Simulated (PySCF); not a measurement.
Correlation energy of Cl+ (chlorine, charge +1)

[Ne] 3s2 3p3 4s1, high-spin 5S determinant (an excited configuration). Calculation: PySCF 2.14, in aug-cc-pwCVTZ (8s7p5d3f, 75 functions); the non-relativistic Hamiltonian (point nucleus). Frozen: 1s2; 14 electrons correlated.

MP2 pair energies summed by pair of shells (mhartree):

```tsv
pair	energy	share (%)
2p-2p	-167.81	43.3
3s-3p	-65.26	16.8
2s-2p	-40.68	10.5
2p-3p	-26.58	6.9
3p-3p	-22.53	5.8
2p-3s	-20.89	5.4
3s-3s	-10.54	2.7
3p-4s	-9.30	2.4
2s-2s	-8.13	2.1
3s-4s	-6.79	1.8
2s-3p	-4.17	1.1
2s-3s	-3.14	0.8
2p-4s	-1.32	0.3
2s-4s	-0.18	0.0
```

Total MP2 correlation energy: -387.32 mhartree.

Same-spin part -116.29 and opposite-spin part -271.02 mhartree; SCS-MP2 scales them by 1/3 and 6/5 to -363.99 mhartree.
